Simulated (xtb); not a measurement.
C2H7O, SMILES CC[OH2+], charge +1. All values are semi-empirical tight-binding results from xtb (GFN2-xTB unless named), good for trends rather than for accurate numbers. Geometry optimised at GFN2-xTB. The isomer is the one that the SMILES or the coordinates give; other isomers of the formula were not compared.

- point group as xtb finds it: Cs
- orbital gap: 8.98 eV
- zero-point energy: 55.6 kcal/mol
- G − E(el) at 298.15 K (modified RRHO): 39.5 kcal/mol
- static polarisability (D4 model): 31.5 bohr³
- solvation energy, GFN2-xTB/ALPB(water): -76.2 kcal/mol
- solvation energy, GFN2-xTB/ALPB(benzene): -50.5 kcal/mol

Give the IR lines (harmonic; lines under 4 % of the strongest left out, lines within 3 cm⁻¹ merged). (An estimate is asked for; the answer gives what the named calculation found.)

ν (cm⁻¹): 221 (m), 380 (w), 810 (w), 817 (w), 904 (vs), 999 (w), 1118 (m), 1269 (w), 1392 (m), 1411 (w), 1470 (w), 3235 (s), 3246 (m) (against the strongest line: vs over 80 %, s over 45 %, m over 15 %, w over 4 %, vw less)
